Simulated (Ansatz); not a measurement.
Reaction (ligand exchange at a B–C bond): `CB/C=C/Cl` + `CNC` → `CBN(C)C` + `C=CCl`

Gas-phase electronic energies from Ansatz, PBE0-D4/def2-TZVP geometries. CCSD(T)/CBS adds triple-zeta CCSD(T) − MP2 to the extrapolated MP2 energy (def2 sets, frozen cores). This one scheme is used for every species. DFT in def2-TZVPP. Each species was taken in one conformer, which may not be the lowest.

```
        level  ΔE (kJ/mol)
          PBE       -113.0
HF/def2-QZVPP       -107.9
```

(1) What does CCSD(T)/CBS give? (Estimate.)

Largest T1 diagnostic among the species: 0.012.

## Answers

(1) Computed: -120.6 kJ/mol. The listed levels differ from it by 7.6, 12.7 kJ/mol.

In def2-TZVPP, CCSD(T) changes the Hartree–Fock value by −13.6 kJ/mol (the triples alone add −1.2 kJ/mol) and MP2 by −12.8 kJ/mol.
